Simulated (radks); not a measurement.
Values are calculated unless marked as measured or tabulated.
Question: Sc3+, configuration [Ar] (the NIST ground configuration). Code: a radial shooting solver on a logarithmic mesh with Libxc functionals. Model: scalar-relativistic Kohn-Sham, PBE, spin-polarised, spherical densities, finite nucleus; Fermi nuclear charge, rms radius 3.5459 fm. Some entries of the table are withheld. Estimate them.

orbital  occ.  eigenvalue (eV)  <r^2> (bohr^2)  r(max) (bohr)
1s          2        -4429.809             (1)        0.04780
2s          2              (2)          0.1396         0.2836
2p          6              (3)          0.1169         0.2324
3s          2         -86.4298           1.280         0.9205
3p          6         -64.6025           1.490            (4)

Answer: 
(1) 1s <r^2> (bohr^2): 0.007177
(2) 2s eigenvalue (eV): -507.5311
(3) 2p eigenvalue (eV): -421.4081
(4) 3p r(max) (bohr): 0.9566
